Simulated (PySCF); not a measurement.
An unknown shows these calculated signals:

¹H NMR (400 MHz, computed): δ 10.63 (s, 1H), 10.10 (s, 1H), 5.34 (s, 3H).

¹³C{¹H} NMR (computed): δ 202.0 (CH), 164.9 (C), 159.2 (CH), 137.6 (C).

[PySCF 2.14: geometry from GFN2-xTB; σ from GIAO-PBE0/pcSseg-1; one averaged value for each set of equivalent atoms; non-relativistic Hamiltonian; isolated molecule; a single conformation]

Scale: ¹H (σref 31.72) and ¹³C (σref 186.93) against TMS (reference shieldings calculated alike).

Problem. Which of these does the molecule contain: an aldehyde, a Si–H bond, a vinyl group CH=CH2, a carboxylic acid, a heteroaromatic ring, an ester?

Solution. 
- An aldehyde: yes (δC 202.0; δH 10.63 (s)).
- A Si–H bond: yes (δH 5.34 (s)).
- A vinyl group CH=CH2: no.
- A carboxylic acid: no.
- A heteroaromatic ring: yes.
- An ester: no.

The data belong to SMILES n1ncnc(C=O)c1O[SiH3], C4H5N3O2Si; they needn't prove each group on their own.

Carbon signals by region: 2 in the far downfield region (above 160 ppm), 2 in the sp2 and nitrile region (100–160 ppm). Above 160 ppm: 202.0, aldehyde carbonyl carbon, 164.9, aromatic carbon bearing oxygen.

Shifts are as computed. Against solution values, carbons near 30 ppm lie about +3 ppm off and those near 130 ppm about +5 ppm. Of 1211 compounds with measured shifts, 218 miss one by over three times the rms of a fit or turn the order of signals round; such compounds aren't used in these exercises. Multiplicities follow the n + 1 count of equivalent neighbours, as no J values were calculated; m marks all less simple cases, F and P coupling included.
